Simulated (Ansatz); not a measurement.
A run for Ansatz (a program for electronic structure): U-PBE0/def2-TZVPP on CN+, 2S+1 = 3, a spin state set in the input, which need not be the lowest, a point of a bond scan (R = 1.231 Å). Charge +1.

Ansatz 0.2 input:
```yaml
crystal:
  periodic: [false, false, false]
  atoms:
    - {symbol: C, position_ang: [0.00000000, 0.00000000, 0.00000000]}
    - {symbol: N, position_ang: [0.00000000, 0.00000000, 1.23056100]}
basis:
  gaussian:
    orbitals: def2-TZVPP
    pivot_positions_ang: [[0.00000000, 0.00000000, 0.00000000], [0.00000000, 0.00000000, 1.23056100]]
hamiltonian:
  xc: {name: PBE0}
total_charge: 1
magnetization: {spin_polarized: true, initial_magnetization: 2}
output: {forces: true, orbitals: {seedname: ./end}}
```

The log:

```
WARN ansatz: RAYON_NUM_THREADS=1 ignored (pool sized by the plan → 1); use --threads N
Functional definition: PBE0
integrals: 0.01 GiB planned
335 factors; their error is unknown
mean field: 0.13 GiB planned
mean field evaluation 1: about -2500.0682 eV, gradient 4.1e1 eV
mean field evaluation 2: about -2464.9884 eV, gradient 8.9e1 eV
mean field evaluation 4: about -2506.7353 eV, gradient 1.5e0 eV
mean field evaluation 8: about -2506.7548 eV, gradient 3.2e-2 eV
mean field evaluation 16: about -2506.7642 eV, gradient 3.1e-5 eV
mean field -2506.76416309 eV, -92.1218838477 hartree, gradient 3.1e-5 eV, S^2 2.009428; 2 other end points of the search recorded, 0 dependent functions left out
the calculation of the forces begins
reference -2506.76417963 eV, -92.1218844556 hartree; 7, 5 occupied and 55, 57 virtual orbitals, 335 factors
Total energy: -2506.76417963 eV, -92.1218844556 hartree
Atom 0 at     0.000000     0.000000     0.000000 Å, force     0.000000    -0.000000     0.389640 eV/Å
Atom 1 at     0.000000     0.000000     1.230561 Å, force    -0.000000     0.000000    -0.389640 eV/Å
Dipole moment:    -0.000000     0.000000    -0.407853 e Å
```

The run converged.

Cost: around 0.9 core-seconds (rough).
